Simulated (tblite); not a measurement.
Parent: `[CH3:1][O:2][Si@H:3]([OH:4])[n:5]1[cH:6][cH:7][cH:8][cH:9]1` with C1–O2–Si3–O4 -54°, O2–Si3–O4–H -163°, O2–Si3–N5–C6 -12°, C5H9NO2Si.

The geometries are computed with GFN2-xTB (gas phase). One conformer each, not checked by frequencies here.

```csv
coordinate of the parent,value
C1–O2,1.398 Å
O2–Si3,1.608 Å
Si3–O4,1.625 Å
Si3–N5,1.742 Å
N5–C6,1.368 Å
C6–C7,1.361 Å
C7–C8,1.415 Å
C8–C9,1.361 Å
N5–C9,1.369 Å
C1–O2–Si3,127.8°
O2–Si3–O4,109.2°
O2–Si3–N5,103.2°
O4–Si3–N5,112.0°
Si3–N5–C6,128.4°
Si3–N5–C9,124.3°
C6–N5–C9,107.2°
N5–C6–C7,109.5°
C6–C7–C8,106.9°
C7–C8–C9,106.7°
N5–C9–C8,109.7°
```

How does the shared frame change in `[CH3:1][O:2][Si@@:3]([NH2:4])([OH:5])[n:6]1[cH:7][cH:8][cH:9][cH:10]1` with C1–O2–Si3–N4 -176°, O2–Si3–N4–H -76° and 57°, O2–Si3–O5–H -173°, O2–Si3–N6–C7 -127°, C5H10N2O2Si? Atoms pair as C1 = C1, O2 = O2, Si3 = Si3, O4 = O5, N5 = N6, C6 = C10, C7 = C9, C8 = C8, C9 = C7 (parent first).

```csv
parent,relative,value in the relative,change
C1–O2,C1–O2,1.406 Å,+0.008
O2–Si3,O2–Si3,1.620 Å,+0.012
Si3–O4,Si3–O5,1.624 Å,-0.001
Si3–N5,Si3–N6,1.758 Å,+0.016
N5–C6,N6–C10,1.369 Å,+0.001
C6–C7,C10–C9,1.362 Å,+0.001
C7–C8,C9–C8,1.414 Å,-0.001
C8–C9,C8–C7,1.362 Å,+0.001
N5–C9,N6–C7,1.369 Å,0.000
C1–O2–Si3,C1–O2–Si3,128.4°,+0.6
O2–Si3–O4,O2–Si3–O5,108.5°,-0.7
O2–Si3–N5,O2–Si3–N6,110.3°,+7.1
O4–Si3–N5,O5–Si3–N6,109.4°,-2.6
Si3–N5–C6,Si3–N6–C10,124.9°,-3.5
Si3–N5–C9,Si3–N6–C7,128.0°,+3.7
C6–N5–C9,C10–N6–C7,107.1°,-0.1
N5–C6–C7,N6–C10–C9,109.7°,+0.2
C6–C7–C8,C10–C9–C8,106.8°,-0.1
C7–C8–C9,C9–C8–C7,106.8°,+0.1
N5–C9–C8,N6–C7–C8,109.6°,-0.1
```

Of the parent's bonds, Si3–N5 changes most (+0.016 Å). Bonds of the relative outside the shared frame: Si3–N4 1.719 Å. Point group C1 → C1.

How does the shared frame change in `[CH3:1][O:2][SiH2:3][Si@H:4]([OH:5])[n:6]1[cH:7][cH:8][cH:9][cH:10]1` with C1–O2–Si3–Si4 -177°, O2–Si3–Si4–O5 -72°, Si3–Si4–O5–H 54°, Si3–Si4–N6–C7 -47°, C5H11NO2Si2? Atoms pair as Si3 = Si4, O4 = O5, N5 = N6, C6 = C7, C7 = C8, C8 = C9, C9 = C10 (parent first).

```csv
parent,relative,value in the relative,change
Si3–O4,Si4–O5,1.629 Å,+0.004
Si3–N5,Si4–N6,1.747 Å,+0.005
N5–C6,N6–C7,1.369 Å,+0.001
C6–C7,C7–C8,1.361 Å,0.000
C7–C8,C8–C9,1.415 Å,0.000
C8–C9,C9–C10,1.361 Å,0.000
N5–C9,N6–C10,1.367 Å,-0.002
O4–Si3–N5,O5–Si4–N6,101.2°,-10.8
Si3–N5–C6,Si4–N6–C7,125.8°,-2.6
Si3–N5–C9,Si4–N6–C10,126.8°,+2.5
C6–N5–C9,C7–N6–C10,107.2°,0.0
N5–C6–C7,N6–C7–C8,109.6°,+0.1
C6–C7–C8,C7–C8–C9,106.8°,-0.1
C7–C8–C9,C8–C9–C10,106.8°,+0.1
N5–C9–C8,N6–C10–C9,109.6°,-0.1
```

Of the parent's bonds, Si3–O4 and Si3–N5 change most and about equally (+0.004 to +0.005 Å). Bonds of the relative outside the shared frame: C1–O2 1.395, O2–Si3 1.628, Si3–Si4 2.284 Å. Point group C1 → C1.
